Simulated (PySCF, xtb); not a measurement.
CrO3, SMILES [Cr](=[O])(=[O])=[O], multiplicity 1.

GFN2-xTB in xtb at its own geometry gives an orbital gap of 0.39 eV and a dipole moment of 5.43 D.

The structure is a stationary point at PBE0-D3(BJ)/def2-SVP. The multiplicity is an assumed one; other spin states were not compared. The isomer is the one that the SMILES or the coordinates give; other isomers of the formula were not compared.

What does PBE/def2-TZVPD (PySCF) give? (The exact figures need the calculation; the answer reports its results.)

gap 1.61 eV (levels -7.62 and -6.01 eV), dipole 2.97 D.
